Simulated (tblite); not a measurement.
Species: C4H13NP2Si2.
Structure used (GFN2-xTB), in Å, numbered top down from 1:
```
atom  x, y, z in Å
C1    -2.4779    0.4814   -0.7896
C2    -2.1859    0.9570    0.6455
C3    -1.0559    0.0334    1.1212
N4    -0.3990   -0.4147   -0.0903
Si5    0.9576    0.4682   -0.6576
P6     2.6428    0.4423    0.8450
Si7    3.7412   -0.4041   -0.9396
P8     1.9895   -0.6106   -2.3519
C9    -1.4911   -0.6740   -1.0069
H10   -3.5082    0.1533   -0.9130
H11   -2.2838    1.2787   -1.5059
H12   -3.0590    0.8802    1.2908
H13   -1.8489    1.9929    0.6459
H14   -0.3466    0.5266    1.7841
H15   -1.4701   -0.8430    1.6326
H16    0.8096    1.8746   -1.0869
H17    2.3215   -0.7907    1.3782
H18    4.4255   -1.6658   -0.6673
H19    4.6419    0.6217   -1.4596
H20    1.6478   -1.8781   -1.9215
H21   -1.1275   -0.7437   -2.0309
H22   -1.9548   -1.6276   -0.7301
```

All values are computed: GFN2-xTB (tblite) harmonic vibrations without scaling, gas phase. The method is semi-empirical: single wavenumbers can be off by several per cent or more. Modes of hydrogen on phosphorus and silicon can be 10 to 20 % off. One conformer, not necessarily the lowest.

Harmonic wavenumbers (cm⁻¹): 36.5, 41.8, 68.7, 83.7, 97.9, 131.6, 227.4, 271.7, 330.0, 391.3, 439.1, 439.7, 460.2, 463.8, 491.9, 553.4, 591.1, 609.6, 634.2, 635.4, 668.2, 690.2, 691.2, 698.5, 734.0, 753.3, 841.3, 871.7, 959.8, 981.4, 995.0, 1061.7, 1093.6, 1102.2, 1150.0, 1178.8, 1186.0, 1212.8, 1269.3, 1290.5, 1307.0, 1309.2, 1315.7, 1472.9, 1485.0, 1485.5, 1502.3, 2112.9, 2244.7, 2266.0, 2319.6, 2333.7, 2916.8, 2918.9, 2992.5, 3000.1, 3002.8, 3012.2, 3013.3, 3020.2.

A = 1715, B = 552.1, C = 450.1 MHz; mass 193.006 u (most abundant isotopes); point group Cs, symmetry number 1.

Question: What is the zero-point energy?

Answer: ½Σν̃ = 35730 cm⁻¹ = 102.16 kcal/mol.

Question: What is S at 350 K and 1 bar for an ideal gas of classical rigid rotors and harmonic oscillators?

Answer: Translation 42.50, rotation 31.48, vibration 46.83: S = 120.8 cal/(mol K).

Question: And Cp and H(350 K) − H(0)?

Answer: Cp = 54.77 cal/(mol K), of which vibrations give 46.83 (their classical limit is 60 R = 119.2); H(350 K) − H(0) = 11.06 kcal/mol without the zero-point energy, 8.28 from vibrations.

Question: What must be added to the electronic energy to get the Gibbs energy at 350 K and 1 bar?

Answer: ZPE + [H(350 K) − H(0)] − T·S = 102.16 + 11.06 − 42.28 = 70.94 kcal/mol.

Question: Which modes carry the vibrational entropy at 350 K?

Answer: 36.5 cm⁻¹: 5.76; 41.8 cm⁻¹: 5.49; 68.7 cm⁻¹: 4.51; 83.7 cm⁻¹: 4.12; 97.9 cm⁻¹: 3.81; 131.6 cm⁻¹: 3.23 cal/(mol K); the other 54 give 19.92 together.

Question: How do the functions run with temperature in this model?

Answer: 
| T (K) | S (cal/(mol K)) | Cp (cal/(mol K)) | H − H(0) (kcal/mol) | G − H(0) (kcal/mol) | ln q(vib) |
| --- | --- | --- | --- | --- | --- |
| 50 | 64.5 | 16.2 | 0.59 | -2.64 | 1.12 |
| 100 | 77.4 | 21.5 | 1.53 | -6.21 | 3.03 |
| 298.15 | 112.6 | 48.2 | 8.39 | -25.17 | 9.90 |
| 373.15 | 124.4 | 57.5 | 12.36 | -34.06 | 12.45 |
| 500 | 143.1 | 70.3 | 20.50 | -51.05 | 16.72 |
| 750 | 175.2 | 87.7 | 40.43 | -90.96 | 24.75 |
| 1000 | 202.0 | 98.8 | 63.83 | -138.20 | 32.12 |

q(vib) and H(0) count from the zero-point level.

Question: Blend soft modes into free rotors: weight 1/[1 + (100 cm⁻¹/ν̃)⁴] for the oscillator and the rest for a rotor with moment μB/(μ + B), μ = h/(8π²ν), B = 10⁻⁴⁴ kg m². What vibrational entropy results?

Answer: 41.51 cal/(mol K) in place of 46.83, which changes −T·S at 350 K by +1.86 kcal/mol.

Hindered rotation and anharmonicity are outside this model. Other conformers, if any are populated, would add a mixing term that is left out.
